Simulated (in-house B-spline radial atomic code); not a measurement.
A fraction x of an electron is removed from 4f in Yb²⁺, starting from [Xe] 4f14 and keeping the highest spin. All numbers are computed (scalar-relativistic (X2C) HSE06, spin-polarised, spherical fractional occupations; Fermi nucleus of rms radius 5.3108 fm) with an all-electron radial atomic-structure program (B-spline basis), not measured.

Caution: exact exchange at fractional occupations of open shells leaves self-interaction of up to several eV.

| x | E(x) - E(0) (eV) | 4f down level (eV) |
| --- | --- | --- |
| 0 | 0.0000 | -19.940 |
| 0.02 | 0.4020 | -20.259 |
| 0.15 | 3.1722 | -22.368 |
| 0.28 | 6.2201 | -24.531 |
| 0.38 | 8.7578 | -26.228 |
| 0.5 | 12.0295 | -28.303 |
| 0.58 | 14.3498 | -29.708 |
| 0.72 | 18.6834 | -32.208 |
| 0.77 | 20.3164 | -33.114 |
| 0.98 | 27.6749 | -36.984 |
| 1 | 28.4184 | -37.359 |

The exact functional would give a straight line between the two integer points. Deviations E(x) - E(0) - x[E(1) - E(0)], in eV: -0.166 at x = 0.02, -1.091 at x = 0.15, -1.737 at x = 0.28, -2.041 at x = 0.38, -2.18 at x = 0.5, -2.133 at x = 0.58, -1.778 at x = 0.72, -1.566 at x = 0.77, -0.175 at x = 0.98.

The curve lies below the straight line by up to 2.18 eV (at x = 0.5): convex, the delocalisation error, to which spherically averaged exact exchange adds.

(1) How well does Slater's transition state (minus the level at half occupation) give the ionisation energy?

Answers

(1) It gives 28.303 eV against 28.418 eV from the two total energies; NIST lists 25.05 eV, ground level to ground level. The end point has an open shell averaged over its orbitals, so its exact exchange keeps a self-interaction and this is no true integer point.
